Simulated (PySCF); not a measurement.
TeI₂, SMILES I[Te]I.

Coordinates come from a B3LYP-D3(BJ)/def2-SVP optimisation. The def2 effective core potentials stand for the cores of I, Te; spin–orbit coupling is left out.

The numbers are results of TDA-M06-2X/def2-SVPD (PySCF 2.14.0), not measurements.

Vertical excitations. Gas-phase values at a fixed geometry. State labels are in the subgroup C2v.

Computed UV-visible absorptions:
```tsv
state	symmetry	energy (eV)	λ (nm)	f	main pairs
S1	B1	1.79	694	0.001	HOMO→LUMO 98 %
S2	A2	2.11	587	0.000	HOMO→LUMO+1 96 %
S3	B2	3.38	367	0.010	HOMO−1→LUMO 76 %, HOMO−3→LUMO+1 22 %
S4	A1	3.52	352	0.007	HOMO−3→LUMO 60 %, HOMO−1→LUMO+1 36 %
S5	A2	3.54	350	0.000	HOMO−2→LUMO 91 %
S6	B1	3.95	314	0.001	HOMO−2→LUMO+1 64 %, HOMO−4→LUMO 34 %
S7	A1	4.16	298	0.004	HOMO−1→LUMO+1 61 %, HOMO−3→LUMO 38 %
S8	B1	4.62	268	0.001	HOMO−4→LUMO 64 %, HOMO−2→LUMO+1 34 %
S9	B2	4.84	256	0.147	HOMO−3→LUMO+1 67 %, HOMO−1→LUMO 18 %, HOMO−6→LUMO 11 %
S10	A2	4.95	251	0.000	HOMO−4→LUMO+1 90 %
T1	B1	1.22	1020	0	HOMO→LUMO 96 %
T2	A2	1.57	791	0	HOMO→LUMO+1 93 %
T3	B2	2.88	430	0	HOMO−1→LUMO 84 %, HOMO−3→LUMO+1 13 %
T4	A1	3.00	413	0	HOMO−3→LUMO 73 %, HOMO−1→LUMO+1 23 %
```
Triplets are in the Tamm–Dancoff approximation.
